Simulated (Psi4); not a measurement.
H$_{3}$AlCl$_{2}$N, charge +1, singlet, geometry from GFN2-xTB (such geometries of metal compounds can be far from the true shape), atoms displaced at random by about 0.02 Å a coordinate; HF/STO-3G (Psi4).

Psi4 was given this input:
```
memory 2 GB

molecule mol {
1 1
  Al   -0.009311    0.097422    0.032989
  Cl    1.337542    0.936844   -1.152152
  Cl   -1.424176    0.189757    1.392458
  N     0.044542   -1.931822   -0.469092
  H    -0.479773   -2.085121   -1.390074
  H    -0.391372   -2.544931    0.207771
  H     0.999960   -2.245996   -0.683632
}

set basis sto-3g
set reference rhf
set hess_update bofill

optimize('scf')
print_variables()
```

The log (banner, timings and long lists left out):

```
gradient() will perform analytic gradient computation.

   => Loading Basis Set <=

    Name: STO-3G
    Role: ORBITAL
    Keyword: BASIS

         ---------------------------------------------------------
                                   SCF
               by Justin Turney, Rob Parrish, Andy Simmonett
                          and Daniel G. A. Smith
                              RHF Reference
         ---------------------------------------------------------

  ==> Geometry <==

    Molecular point group: c1
    Full point group: C1

    Geometry (in Angstrom), charge = 1, multiplicity = 1:

       Center              X                  Y                   Z               Mass
    ------------   -----------------  -----------------  -----------------  -----------------
         AL           0.012867693204     0.026833697360     0.025581503219    26.981538530000
         CL           1.359720693204     0.866255697360    -1.159559496781    34.968852682000
         CL          -1.401997306796     0.119168697360     1.385050503219    34.968852682000
         N            0.066720693204    -2.002410302640    -0.476499496781    14.003074004430
         H           -0.457594306796    -2.155709302640    -1.397481496781     1.007825032230
         H           -0.369193306796    -2.615519302640     0.200363503219     1.007825032230
         H            1.022138693204    -2.316584302640    -0.691039496781     1.007825032230

  Running in c1 symmetry.

  Rotational constants: A =      0.17421  B =      0.06505  C =      0.04774 [cm^-1]
  Rotational constants: A =   5222.75574  B =   1950.07312  C =   1431.08790 [MHz]
  Nuclear repulsion =  255.364419088222178

  Charge       = 1
  Multiplicity = 1
  Electrons    = 56
  Nalpha       = 28
  Nbeta        = 28

  ==> Algorithm <==

  SCF Algorithm Type is DF.
  DIIS enabled.
  MOM disabled.
  Fractional occupation disabled.
  Guess Type is SAD.
  Energy threshold   = 1.00e-08
  Density threshold  = 1.00e-08
  Integral threshold = 1.00e-12

  ==> Primary Basis <==

  Basis Set: STO-3G
    Blend: STO-3G
    Number of shells: 21
    Number of basis functions: 35
    Number of Cartesian functions: 35
    Spherical Harmonics?: true
    Max angular momentum: 1

   => Loading Basis Set <=

    Name: (STO-3G AUX)
    Role: JKFIT
    Keyword: DF_BASIS_SCF

  ==> Integral Setup <==

  SCF_SUBTYPE=INCORE selected. In-core MEM_DF algorithm will be used.
  Using in-core AOs.

  ==> MemDFJK: Density-Fitted J/K Matrices <==

    J tasked:                   Yes
    K tasked:                   Yes
    wK tasked:                   No
    Algorithm:                 Core
    Schwarz Cutoff:           1E-12
    Mask sparsity (%):       7.5102
    Fitting Condition:        1E-10

   => Auxiliary Basis Set <=

  Basis Set: (STO-3G AUX)
    Blend: DEF2-UNIVERSAL-JKFIT
    Number of shells: 157
    Number of basis functions: 515
    Number of Cartesian functions: 618
    Spherical Harmonics?: true
    Max angular momentum: 4

  Minimum eigenvalue in the overlap matrix is 2.7295013507E-01.
  Reciprocal condition number of the overlap matrix is 1.2235089175E-01.
    Using symmetric orthogonalization.

  ==> Pre-Iterations <==

  SCF Guess: Superposition of Atomic Densities via on-the-fly atomic UHF (no occupation information).

   -------------------------
    Irrep   Nso     Nmo
   -------------------------
     A         35      35
   -------------------------
    Total      35      35
   -------------------------

  ==> Iterations <==

                           Total Energy        Delta E     RMS |[F,P]|

   @DF-RHF iter SAD: -1201.73742343278400   -1.20174e+03   0.00000e+00
   @DF-RHF iter   1: -1203.59525815080542   -1.85783e+00   9.05961e-03 DIIS/ADIIS
   @DF-RHF iter   2: -1203.69739172505797   -1.02134e-01   1.89904e-03 DIIS/ADIIS
   @DF-RHF iter   3: -1203.70049241978541   -3.10069e-03   3.72222e-04 DIIS/ADIIS
   @DF-RHF iter   4: -1203.70076033014016   -2.67910e-04   8.29426e-05 DIIS
[...]
  @DF-RHF Final Energy: -1203.72016575440034
    Total Energy =                      -1203.7201657544001137
  @DF-RHF Final Energy: -1203.71999456101139
    Total Energy =                      -1203.7199945610113900
  @DF-RHF Final Energy: -1203.72015787791861
    Total Energy =                      -1203.7201578779186093
  @DF-RHF Final Energy: -1203.72015855475388
    Total Energy =                      -1203.7201585547538798
  @DF-RHF Final Energy: -1203.72018632715185
    Total Energy =                      -1203.7201863271516231
  @DF-RHF Final Energy: -1203.72018630457228
    Total Energy =                      -1203.7201863045720529
  @DF-RHF Final Energy: -1203.72018766338624
    Total Energy =                      -1203.7201876633864686
[...]
	               R(1,2)       2.02720        0.00020        0.00001       2.02721
	               R(1,3)       2.02730        0.00015        0.00001       2.02731
	               R(1,4)       1.89185        0.00070        0.00006       1.89191
	               R(4,5)       1.03735        0.00039        0.00002       1.03738
	               R(4,6)       1.03730        0.00020        0.00001       1.03731
	               R(4,7)       1.03740       -0.00010       -0.00001       1.03739
	             B(1,4,5)     113.36147        0.00000        0.00216     113.36363
	             B(1,4,6)     113.50654       -0.00000       -0.00128     113.50526
	             B(1,4,7)     113.39144        0.00000        0.00051     113.39195
	             B(2,1,3)     137.29239        0.00000        0.00155     137.29393
	             B(2,1,4)     111.37727       -0.00000       -0.00232     111.37495
	             B(3,1,4)     111.33033        0.00000        0.00078     111.33111
	             B(5,4,6)     105.51296       -0.00000        0.00013     105.51309
	             B(5,4,7)     104.65974       -0.00000       -0.00171     104.65803
	             B(6,4,7)     105.57401        0.00000        0.00002     105.57403
	           D(2,1,4,5)     -61.16757        0.00000        0.00112     -61.16645
	           D(2,1,4,6)     178.46280        0.00000        0.00028     178.46309
	           D(2,1,4,7)      57.98942        0.00000        0.00084      57.99026
	           D(3,1,4,5)     118.85930       -0.00000       -0.00036     118.85894
	           D(3,1,4,6)      -1.51032       -0.00000       -0.00120      -1.51152
	           D(3,1,4,7)    -121.98371       -0.00000       -0.00064    -121.98435
	-------------------------------------------------------------------------------

	                                 ==> Convergence Check <==

	Measures of convergence in internal coordinates in au.

	Criteria marked as inactive (o), active & met (*), and active & unmet ( ).

	----------------------------------------------------------------------------------------------
	   Step    Total Energy     Delta E     Max Force     RMS Force      Max Disp      RMS Disp
	----------------------------------------------------------------------------------------------
	  Convergence Criteria     1.00e-06 *    3.00e-04 *             o    1.20e-03 *             o
	----------------------------------------------------------------------------------------------
	    13   -1203.72018766   -1.36e-06      8.52e-05 *    2.66e-05 o    1.08e-04 *    3.24e-05 o  ~
	----------------------------------------------------------------------------------------------

Next Geometry in Ang
	Fragment 1 (Ang)

	   Al   0.0042533200  -0.1540677171  -0.0406626873
	   Cl   1.2236968477   0.9546105178  -1.2210726959
	   Cl  -1.2556027459   0.1643941937   1.5154030061
	    N   0.0562948156  -1.9833020161  -0.5207701815
	    H  -0.2594771577  -2.1627260965  -1.4924935138
	    H  -0.5375861533  -2.5856674975   0.0796239208
	    H   1.0075148928  -2.3945701077  -0.4736936958

    Final optimized geometry and variables:
    Molecular point group: c1
    Full point group: C1

    Geometry (in Angstrom), charge = 1, multiplicity = 1:

    AL           0.004255481447    -0.154103663380    -0.040698320435
    CL           1.223691842370     0.954607092118    -1.221063810178
    CL          -1.255580537902     0.164357770404     1.515372096471
    N            0.056288069601    -1.983291040062    -0.520760086704
    H           -0.259489999744    -2.162688721639    -1.492460453271
    H           -0.537587089230    -2.585654149869     0.079620295542
    H            1.007516052769    -2.394556010976    -0.473675568769

  Variable Map:
  ----------------------------------------------------------------------------
[...]
  Array Variable Map:
  ----------------------------------------------------------------------------
[...]
Optimizer: Optimization complete!
```
